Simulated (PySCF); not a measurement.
The vertical singlet excitations below were computed for one of the candidates. Method used: PySCF, TDDFT B3LYP/def2-SVPD, vertical, gas phase, core orbitals frozen in the response. Geometries: GFN2-xTB, one conformer each.

```csv
state,E (eV),f,"main configurations (H = HOMO, L = LUMO)"
S1,5.05,0.0042,H→L (90%)
S2,5.23,0.015,H-1→L (81%)
S3,5.37,0.0006,H→L+1 (92%)
S4,5.61,0.0081,"H-2→L (62%), H-2→L+1 (25%)"
S5,5.77,0.013,"H-1→L+1 (68%), H→L+2 (22%)"
S6,5.88,0.0003,H-1→L+2 (91%)
S7,6.27,0.062,"H→L+2 (56%), H-2→L+2 (31%)"
S8,6.31,0.0073,"H-2→L+1 (69%), H-2→L (19%)"
```

Triplets computed (Tamm–Dancoff): 4.09, 4.47, 4.64 eV.

Orbital energies (eV): HOMO-3 -9.05, HOMO-2 -7.73, HOMO-1 -7.30, HOMO -7.09, LUMO -0.98, LUMO+1 -0.58, LUMO+2 -0.03.

Question: Which structure fits?
A. `C([SiH3])[Si@@H]([SiH2]P)F`
B. `C#CP1C=C1`
C. `C[Si@@H](F)[SiH2]P`
D. `C#CCC#P`

Answer: B. Its S1 lies at 5.05 eV; the nearest of the others has S1 at 5.48 eV. S1 is HOMO→LUMO (90%). Löwdin shares by element: HOMO phosphorus 45%, carbon 45% or more; LUMO carbon 69% or more, phosphorus 10% (atoms not listed hold the other 21%). At the same level the other candidates give, for their lowest levels:
- `C[Si@@H](F)[SiH2]P`: 5.52 eV (f 0.033); 6.17 eV (f 0.007); 6.25 eV (f 0.015); 6.48 eV (f 0.010); 6.70 eV (f 0.147); T1 5.17 eV; HOMO -7.35, LUMO -0.95 eV
- `C#CCC#P`: 4.39 eV (f 0.000); 4.66 eV (f 0.002); 4.66 eV (f 0.000); 5.65 eV (f 0.000); 5.74 eV (f 0.056); T1 3.36 eV; HOMO -7.36, LUMO -1.39 eV
- `F[Si@@H](C[SiH3])[SiH2]P`: 5.48 eV (f 0.022); 6.07 eV (f 0.030); 6.16 eV (f 0.023); 6.46 eV (f 0.013); 6.68 eV (f 0.124); T1 5.16 eV; HOMO -7.37, LUMO -1.00 eV
